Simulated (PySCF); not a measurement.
Species: SiH3PHPF2, F2H4P2Si.
Atom-mapped SMILES: `[F:1][P:2]([F:3])[PH:4][SiH3:5]` (hydrogens: H6 on P4; H7, H8, H9 on Si5)

A GFN2-xTB structure was refined with PBE0-D3(BJ)/def2-SVP geometry optimisation, gas phase in PySCF. Its GFN2-xTB values:

```tsv
coordinate	GFN2-xTB
F1–P2	1.620 Å
P2–F3	1.621 Å
P2–P4	2.183 Å
P4–Si5	2.258 Å
P4–H6	1.392 Å
Si5–H7	1.461 Å
F1–P2–F3	94.0°
F1–P2–P4	99.1°
P2–P4–Si5	92.4°
F1–P2–P4–Si5	170°
```

**Question.** How do these coordinates change at the PBE0-D3(BJ)/def2-SVP level?

**Answer.** 
| coordinate | PBE0-D3(BJ)/def2-SVP (Å or °) | change |
| --- | --- | --- |
| P2–P4 | 2.238 | +0.055 |
| P4–H6 | 1.430 | +0.038 |
| Si5–H7 | 1.492 | +0.031 |
| P4–Si5 | 2.273 | +0.015 |
| F1–P2 | 1.612 | -0.008 |
| P2–F3 | 1.622 | +0.001 |
| F1–P2–F3 | 97.4 | +3.4 |
| P2–P4–Si5 | 95.1 | +2.7 |
| F1–P2–P4 | 98.1 | -1.0 |
| F1–P2–P4–Si5 | 144 | -26 |

The energy falls by 0.129 eV over 14 energy and gradient evaluations, the largest force component goes from 0.0188 to 4.1e-04 Eh/bohr, and the atoms move by 0.294 Å rms after alignment. The bond that changes most is P2–P4 (both ends three-coordinate phosphorus), which lengthens by 0.055 Å. Bonds longer at the end by more than 0.005 Å: 6 of 8; shorter: 1. Among the dihedrals that turn most is F3–P2–P4–H6, from 170° to 140°. Rotational constants go from 4519, 1485, 1255 to 4304, 1538, 1243 MHz.

The run used 102 basis functions and 91 SCF cycles in all.

PBE0-D3(BJ)/def2-SVP frequencies: not computed here. The numbers are those of one conformer.
